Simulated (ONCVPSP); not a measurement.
**Before and after: ONCV potential for beryllium**

beryllium (Be), optimised norm-conserving Vanderbilt (ONCV), made with ONCVPSP 4.0.1 (LDA (Perdew-Zunger), scalar-relativistic). Core [He], reference 2s2. Waves: 2s: rc 1.70 bohr, ncon 3, nbas 7, qcut 4.8 1/bohr, 1 projector; p scattering state at 0.31 Ha: rc 1.65 bohr, ncon 3, nbas 6, qcut 4.3 1/bohr, 2 projectors, debl 0.6 Ha; d scattering state at 0.07 Ha: rc 1.70 bohr, ncon 4, nbas 7, qcut 5.5 1/bohr, 2 projectors, debl 2 Ha. Local part: polynomial inside 1.45 bohr (lpopt 5, dvloc0 2 Ha). Core correction: Teter function, fcfact 3.5, rcfact 1.3.

In the p channel the program set the typed energies aside and used 0.050, 0.650 Ha.

Change: all radii but the core radius scaled by about 1.27 (s 2.16, p 2.10, d 2.16 bohr); local potential polynomial inside 1.84 bohr (lpopt 5, dvloc0 2 Ha).

Cutoffs: the cutoffs (Ha) at which the residual kinetic energy of the hardest occupied pseudo-wave falls to 1 and 0.1 mHa per electron; they do not see the model core or the augmentation charge, which bear on the density cutoff. Errors are all-electron minus pseudo energies relative to the spin-unpolarised reference configuration.

Problem. Predict the effect on cutoff, ghosts and configuration errors.

Solution. The potential gets softer (6.5 Ha and 8.9 Ha → 5.7 Ha and 7.9 Ha); of the 4 tests that both files solve, the error grows in 0 and shrinks in 3 by more than 15 % and 0.3 meV (median size 7.6 → 3.4 meV); neither file shows a bound ghost. A larger radius leaves more room for a smooth pseudo-wave, so fewer plane waves are needed. That the errors move this way runs against the usual rule that smaller radii transfer better.

```tsv
quantity	base	changed
cutoff, loose	6.5 Ha	5.7 Ha
cutoff, tight	8.9 Ha	7.9 Ha
bound ghosts	none	none
GHOST(+) flags under 300 eV	none	none
error for 2s1, meV [ΔE 9.52 eV]	+12	+10
error for 2s1.5, meV [ΔE 3.75 eV]	+2.0	+1.8
error for 2s1 2p1, meV [ΔE 3.52 eV]	+3.3	+0.7
error for 2s0 2p1, meV [ΔE 13.33 eV]	+15	-5.0
rms error of d²Exc/dni dnj with the model core, mHa	1.14	1.03
```
